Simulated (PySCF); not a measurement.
# BiSe₂⁺: from structure and modes to constants

These are results of PBE0/[Bi def2-TZVP with ECP60, Se def2-TZVP], scalar-relativistic core potentials, density fitting, no spin–orbit coupling, PySCF, not measurements.

The singlet minimum has D∞h symmetry. Masses (u): Bi 208.98038, Se 79.91652.

```xyz
3
charge 1 multiplicity 1, angstrom
Bi    0.0000    0.0000    0.0000
Se    0.0000    0.0000    2.3540
Se    0.0000    0.0000   -2.3540
```

Harmonic wavenumbers (cm⁻¹): 40.8 (πu, ×2), 257.1 (σg+, ×1), 341.3 (σu+, ×1).

(1) Find the principal moments of inertia and the rotational constants. What kind of rotor is it?

(2) Find the vibrational entropy and heat capacity at 298.15 K.

(3) Find the bond force constant k and the stretch–stretch coupling k′ of the valence force field.

## Answers

(1) About the centre of mass I = 885.65 u Å². With B = 16.8576/I this gives 0.01903 cm⁻¹. The molecule is linear.

(2) With u = 1.43878 ω/T, each mode gives S = R[u/(eᵘ−1) − ln(1−e⁻ᵘ)] and C = R u² eᵘ/(eᵘ−1)².
| ω (cm⁻¹) | u | S (J/(mol K)) | C (J/(mol K)) |
| --- | --- | --- | --- |
| 40.8 (×2) | 0.197 | 21.85 | 8.29 |
| 257.1 | 1.241 | 7.03 | 7.33 |
| 341.3 | 1.647 | 5.05 | 6.66 |
The sums over all modes are S = 55.8 and C = 30.6 J/(mol K); the softest mode gives 39 % of the entropy (each member, where degenerate).

(3) For linear XMX, 4π²c²ω(σg)² = (k + k′)/mX and 4π²c²ω(σu)² = (k − k′)(1 + 2mX/mM)/mX. So k + k′ = 3.112 and k − k′ = 3.108 mdyn/Å, giving k = 3.110 and k′ = 0.002 mdyn/Å.

Only a few start shapes were tried, so a lower isomer may exist. Spin–orbit coupling, left out here, can matter for elements this heavy.
